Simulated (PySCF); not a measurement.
PySCF input:

```python
from pyscf import gto, scf, dft

mol = gto.M(
    atom='''
    Ge    0.01086032   -0.00616844    0.41757255
    F     0.63163470    1.16043427   -0.74230093
    F    -0.67024917   -1.13850205   -0.74240146
    ''',
    basis='def2-tzvpd',
    charge=0,
    spin=0,
    verbose=4,
)

mf = scf.RHF(mol).density_fit(auxbasis='def2-universal-jkfit')
mf.conv_tol = 1e-9
mf.max_cycle = 100
mf.max_memory = 1500
mf.kernel()
if not mf.converged:
    mf = mf.newton()
    mf.kernel(mf.make_rdm1())
mf.analyze()
```

Problem. Which total energy does the run end on?

Solution. -2274.41651 Eh (HF/def2-TZVPD).
